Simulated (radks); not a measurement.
The numbers below are computed, except where a source is named.
Neutral tantalum inside a hard spherical wall (all orbitals vanish at R), configuration held at [Xe] 4f14 5d3 6s2 and not refilled when levels cross. Level of theory: scalar-relativistic Kohn-Sham, LDA (Slater exchange, VWN5 correlation), spin-unpolarised, spherical densities, point nucleus (a radial shooting solver on a logarithmic mesh with Libxc functionals). Eigenvalues in eV, with the zero of energy where the potential of the charges vanishes at infinity; a dash marks a level that is unbound or too diffuse for the functional's potential to be trusted. A positive occupied level is held by the wall or, in an anion where self-interaction has pushed it up, behind a barrier. The pressure on the wall is -dE/dV.

| R (bohr) | E (hartree) | kinetic (hartree) | e(5p) | e(4f) | e(6s) | e(5d) | e(6p, empty) | e(7s, empty) | pressure (GPa) |
|---|---|---|---|---|---|---|---|---|---|
| free | -15595.3750 | 17133.599 | -39.566 | -24.933 | -5.611 | -3.784 | -1.476 | -0.061 | 0 |
| 20 | -15595.3750 | 17133.599 | -39.566 | -24.933 | -5.611 | -3.784 | -1.475 | 0.039 | < 0.0001 |
| 12 | -15595.3750 | 17133.600 | -39.560 | -24.927 | -5.607 | -3.778 | -1.441 | 0.797 | 0.000939 |
| 10 | -15595.3745 | 17133.605 | -39.521 | -24.887 | -5.578 | -3.744 | -1.331 | 1.750 | 0.0148 |
| 6 | -15595.3160 | 17133.967 | -37.888 | -23.185 | -4.094 | -2.294 | 1.436 | 12.832 | 4.51 |
| 5 | -15595.1815 | 17134.602 | -35.847 | -21.000 | -1.749 | -0.381 | 5.130 | 24.272 | 21.8 |
| 4 | -15594.7031 | 17136.516 | -31.612 | -16.296 | 4.858 | 4.082 | 14.822 | 50.620 | 128 |
| 3 | -15592.5966 | 17144.383 | -21.647 | -4.691 | 28.018 | 16.592 | 45.855 | 123.70 | 1140 |
| 2.5 | -15588.8401 | 17158.120 | -9.529 | 9.064 | 62.320 | 32.925 | 88.050 | 213.45 | 4530 |
| 2 | -15577.3400 | 17197.922 | 19.628 | 38.312 | 148.40 | 71.791 | 187.02 | 409.10 | 23500 |
